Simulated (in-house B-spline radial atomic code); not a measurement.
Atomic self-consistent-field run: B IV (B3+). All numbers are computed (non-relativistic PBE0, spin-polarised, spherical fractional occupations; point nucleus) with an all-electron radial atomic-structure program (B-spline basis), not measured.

Command:
```bash
python run_scf.py task.json out
```
Settings:
```
Z                5
configuration    1s2
hamiltonian      nr
method           pbe0
spin_polarised   True
```

Output (hartree, bohr):
```
 radial grid: 36 intervals, B-splines of order 8, outer radius 8.1081 bohr

 iter        energy (Eh)    residual
    1         -21.740386    1.32e-01
    2         -21.992950    1.23e-02
    3         -21.994085    5.69e-03
    4         -21.994328    2.62e-03
    5         -21.994394    2.04e-04
    6         -21.994394    5.32e-07
    7         -21.994394    3.46e-09

 total energy                       -21.99439
 kinetic                              21.9492
 electron-nucleus                    -46.8280
 Hartree                               5.7867
 exact exchange                       -0.7233
 exchange-correlation                 -2.1789

 orbital      occ     eigenvalue          <r>       <r^2>       <1/r>     <1/r^2>       <r^4>       r_max
 1s up      1.000        -8.7684     0.325962    0.143662      4.6828     44.7954   0.0539507        0.21
 1s down    1.000        -8.7684     0.325962    0.143662      4.6828     44.7954   0.0539507        0.21
```

Time taken, with all properties: 0.05 s on 1 thread of Intel(R) Xeon(R) Platinum 8259CL CPU @ 2.50GHz, with other jobs on the host.
